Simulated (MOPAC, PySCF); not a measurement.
H4F2Ge2, SMILES `[F][GeH2][GeH2][F]` (F–Ge–Ge–F torsion 177°), neutral singlet in the gas phase. 

Cartesian coordinates (Å):
```xyz
8

F     -1.7680     0.6836    -1.4232
Ge    -1.2206    -0.1090     0.0624
Ge     1.2228    -0.0160    -0.0240
F      1.7684    -0.7391     1.4973
H     -1.8202     0.7035     1.2406
H     -1.7822    -1.5549     0.0198
H      1.8307    -0.8787    -1.1617
H      1.7775     1.4330    -0.0457
```
Charge 0, multiplicity 1.

All levels are single points at this geometry (PBE-D3(BJ)/def2-SVP); Pople sets use spherical d functions. Orbital energies aren't observables, and empty levels follow the basis.

```tsv
level	HOMO (eV)	LUMO (eV)	gap (eV)	dipole (D)	vertical IE, Delta-SCF (eV)
PBE-D3(BJ)/def2-TZVP in PySCF	-7.29	-2.23	5.07	0.08	10.23
PBE0-D3(BJ)/def2-TZVP in PySCF	-8.57	-1.38	7.19	0.09	10.64
BP86/6-31G* in PySCF	-7.08	-2.01	5.07	0.08	–
SVWN5/6-31G* in PySCF	-7.06	-2.22	4.84	0.09	10.13
HF/STO-3G in PySCF	-8.46	9.23	17.69	0.06	–
PM3 in MOPAC	-10.68	-2.50	8.18	0.09	–
```
